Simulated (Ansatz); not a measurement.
`N[C@H]1O[Si@@H]1[SiH3]` + `[OH][MgH]` → `[MgH][O][SiH3]` + `NC1O[SiH2]1`  (cleavage of the Si–Si bond)

Gas-phase electronic energies from Ansatz, PBE0-D4/def2-TZVP geometries. CBS: MP2 limit from def2 TZ/QZ plus the TZ coupled-cluster correction, frozen cores. Functionals use def2-TZVPP. B3LYP here is the variant with VWN-RPA as its local correlation; programs differ in this. HSE06 is defined as in plane-wave codes. For Mg outer-core shells are correlated without core-valence functions, which leaves a few kJ/mol of doubt a bond. One conformer a species, not always the lowest.

`N[C@H]1O[Si@@H]1[SiH3]`:

Cartesian coordinates in Å:
```
N -0.190 0.532 -2.484
C -0.223 -0.186 -1.281
O 1.071 -0.723 -0.751
Si 0.434 0.388 0.317
Si -0.310 -0.380 2.391
H 0.039 -0.055 -3.277
H 0.436 1.324 -2.465
H -0.961 -0.986 -1.303
H 1.121 1.709 0.346
H -1.135 0.674 3.040
H -1.129 -1.603 2.195
H 0.846 -0.694 3.273
```

`[OH][MgH]`:

```xyz
4

O     0.433    0.940   -0.256
Mg   -0.282   -0.612    0.167
H     0.816    1.775   -0.484
H    -0.968   -2.103    0.572
```

`[MgH][O][SiH3]`:

```xyz
7

Mg   -1.476   -1.330    0.934
O    -0.269   -0.244    0.169
Si    0.814    0.733   -0.515
H    -2.611   -2.351    1.653
H     0.195    2.024   -0.938
H     1.927    1.058    0.425
H     1.421    0.110   -1.729
```

`NC1O[SiH2]1`:

Cartesian coordinates in Å:
```
N -0.832 0.800 -1.028
C 0.239 0.550 -0.163
O 1.040 -0.719 -0.383
Si 0.317 -0.742 1.105
H -0.531 1.002 -1.973
H -1.525 0.065 -1.046
H 0.927 1.391 -0.113
H 1.179 -0.664 2.307
H -0.813 -1.684 1.293
```

```
             level  ΔE (kcal/mol)  difference from CCSD(T)/CBS
            PBE-D4          -22.0                          6.5
           BLYP-D4          -26.4                          2.1
         r2SCAN-D4          -26.8                          1.7
            B97M-V          -28.1                          0.4
           PBE0-D4          -24.3                          4.2
          B3LYP-D4          -27.9                          0.6
        r2SCANh-D4          -27.2                          1.3
        r2SCAN0-D4          -27.7                          0.8
          HSE06-D4          -24.2                          4.3
          BHLYP-D4          -30.6                         -2.1
      CAM-B3LYP-D4          -29.4                         -0.9
           ωB97X-V          -27.8                          0.7
           ωB97M-V          -28.9                         -0.4
            B2PLYP          -29.7                         -1.2
          PBE-QIDH          -28.0                          0.5
               PBE          -22.5                          6.0
            revPBE          -22.6                          5.9
              BLYP          -27.2                          1.3
            r2SCAN          -27.0                          1.5
             B3LYP          -28.6                         -0.1
           r2SCAN0          -28.0                          0.5
             HSE06          -24.7                          3.8
             BHLYP          -31.5                         -3.0
         CAM-B3LYP          -29.9                         -1.4
RPA@PBE/def2-TZVPP          -29.9                         -1.4
       HF/def2-SVP          -33.7                         -5.2
      MP2/def2-SVP          -29.7                         -1.2
     CCSD/def2-SVP          -29.0                         -0.5
  CCSD(T)/def2-SVP          -28.4                          0.1
     HF/def2-TZVPP          -35.4                         -6.9
    MP2/def2-TZVPP          -30.4                         -1.9
SCS-MP2/def2-TZVPP          -31.8                         -3.3
   CCSD/def2-TZVPP          -29.9                         -1.4
CCSD(T)/def2-TZVPP          -29.0                         -0.5
     HF/def2-QZVPP          -36.0                         -7.5
    MP2/def2-QZVPP          -30.4                         -1.9
SCS-MP2/def2-QZVPP          -31.7                         -3.2
      HF/CBS(def2)          -36.1                         -7.6
     MP2/CBS(def2)          -30.0                         -1.5
    CCSD/CBS(def2)          -29.4                         -0.9
       CCSD(T)/CBS          -28.5                            0
```

Largest T1 diagnostic among the species: 0.015.

From PBE to PBE0 (25 % exact exchange), in def2-TZVPP and without D4, ΔE moves by −2.2 kcal/mol. The D4 term adds +0.7 kcal/mol with B3LYP and +0.5 kcal/mol with PBE0; it sums over pairs of atoms, weighted by their polarisabilities, and B3LYP, whose exchange is more repulsive, gets the larger term. In def2-TZVPP, CCSD(T) changes the Hartree–Fock value by +6.5 kcal/mol (the triples alone add +0.9 kcal/mol) and MP2 by +5.0 kcal/mol.
